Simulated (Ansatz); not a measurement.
Z-matrix (Å, degrees):
```
C
H 1 1.0938
C 1 1.4983 2 107.89
C 3 1.3209 1 125.44 2 0.00
H 4 1.0820 3 121.79 1 -180.00
H 4 1.0841 5 116.89 3 -179.99
H 3 1.0885 4 119.22 5 0.00
C 1 1.5272 2 108.40 3 119.85
H 8 1.0900 1 111.26 2 -59.17
H 8 1.0912 9 108.31 1 -122.07
H 8 1.0926 9 107.87 10 -116.33
C 1 1.5272 2 108.40 3 -119.85
H 12 1.0900 1 111.26 2 59.17
H 12 1.0912 13 108.31 1 122.07
H 12 1.0926 13 107.87 14 116.33
```
Charge 0, multiplicity 1.

Computed with frozen-core CCSD(T)/def2-TZVPP // CAM-B3LYP-D3(BJ)/def2-TZVP run with Ansatz (a program for electronic structure).

The HF energy comes out as -195.21753 Ha and the MP2 correlation energy is -0.85806 Ha.

**Question.** Estimate the CCSD correlation energy, the (T) correction, the total energy and the T1 diagnostic.

**Answer.** 
```json
{
  "CCSD correlation energy": "-0.91139 Ha",
  "(T) correction": "-0.03764 Ha",
  "CCSD(T) total energy": "-196.16656 Ha",
  "T1 diagnostic": "0.009"
}
```
